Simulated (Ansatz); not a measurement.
```yaml
crystal:
  periodic: [true, true, true]
  atoms:
    - {symbol: B, position_ang: [0.343126, 1.285265, 0.047777]}
    - {symbol: C, position_ang: [0.340769, -0.237446, 0.170346]}
    - {symbol: Br, position_ang: [1.813718, -1.149097, 0.953870]}
    - {symbol: C, position_ang: [-0.654088, -1.031405, -0.244372]}
    - {symbol: F, position_ang: [-1.745530, -0.549780, -0.809198]}
    - {symbol: H, position_ang: [-0.601255, 1.816735, -0.450300]}
    - {symbol: H, position_ang: [1.268657, 1.922981, 0.441773]}
    - {symbol: H, position_ang: [-0.673297, -2.114253, -0.165695]}
basis:
  gaussian: {orbitals: def2-SVPD, final_grid: {core_spheres: 8, valence_spheres: 7, degree: 23}}
hamiltonian: {xc: {name: r2SCAN50}, dispersion: d4}
accuracy: high
output: {forces: true}
```

```sh
$ ansatz run in.yaml --threads 4 --pin off --events-out ev --progress --plain --max-ram 10444MiB
```

Shortened log:

```
Error: YAML parse error: error: line 2 column 3: crystal: missing field `lattice` (a structure is typed as `lattice` and `atoms`, a molecule's as `atoms` in Å alone, or read from a run's directory, `checkpoint`)
 --> <input>:2:3
1 | crystal:
2 |   periodic: [true, true, true]
3 |   atoms:
4 |     - {symbol: B, position_ang: [0.343126, 1.285265, 0.047777]}
```

In this input the molecule is marked periodic without a cell. The program refused the input.
